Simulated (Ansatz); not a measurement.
`CCBr` and `CCCl` differ in one atom or group.

Ansatz, PBE0-D4/def2-TZVP geometries, multiplicity 1. 

Scalar relativity is left out up to krypton.

| property | `CCBr` |
| --- | --- |
| HOMO–LUMO gap (ωB97M-V/def2-TZVPP) / eV | 12.23 |
| size of the dipole moment (ωB97M-V/def2-TZVPP) / D | 2.13 |
| zero-point energy (PBE0-D4/def2-TZVP) / kJ/mol | 173.6 |
| HOMO energy (ωB97M-V/def2-TZVPP) / eV | -10.10 |
| size of the dipole moment (PBE/def2-TZVPP) / D | 2.07 |
| ideal-gas entropy at 298 K and 1 bar (rigid rotor, harmonic PBE0-D4/def2-TZVP) / J/(mol·K) | 286 |

Q: Give the same properties after the change, and the shifts. (Best estimate.)

A: Computed: 
```tsv
property	`CCCl`	shift
HOMO–LUMO gap (ωB97M-V/def2-TZVPP) / eV	13.23	1.00
size of the dipole moment (ωB97M-V/def2-TZVPP) / D	2.04	-0.09
zero-point energy (PBE0-D4/def2-TZVP) / kJ/mol	175.1	1.5
HOMO energy (ωB97M-V/def2-TZVPP) / eV	-10.62	-0.52
size of the dipole moment (PBE/def2-TZVPP) / D	1.98	-0.09
ideal-gas entropy at 298 K and 1 bar (rigid rotor, harmonic PBE0-D4/def2-TZVP) / J/(mol·K)	275	-11
```

With PBE0 the HOMO falls by 0.47 eV and the LUMO rises by 0.74 eV, so the gap widens by about 1.21 eV. PBE moves the HOMO by -0.35 eV and ωB97M-V by -0.52 eV. Dipoles are sizes alone; their direction can turn.

Spin–orbit coupling is left out; it splits and shifts lone-pair levels of the heavy atoms by tenths of an eV.
